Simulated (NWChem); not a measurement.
Molecule: TiOCl, doublet; SMILES [O]=[Ti][Cl]

Computed with NWChem. Spin-unrestricted. In the optimisation the excess spin sits in a" (Cs, its own frame). This spin state was assumed; another may lie lower. No stability test was run on the SCF state. The level has its own optimisation; frequencies are unscaled.

Estimate the computed values for PBE/def2-SVP. Quantities: r Cl–Ti (Å); r O–Ti (Å); highest harmonic frequency (cm⁻¹); lowest (cm⁻¹); zero-point energy (kcal/mol); dipole (D).


```yaml
r Cl–Ti (Å): 2.232
r O–Ti (Å): 1.604
highest harmonic frequency (cm⁻¹): 1072
lowest (cm⁻¹): 173
zero-point energy (kcal/mol): 2.4
dipole (D): 4.83
```
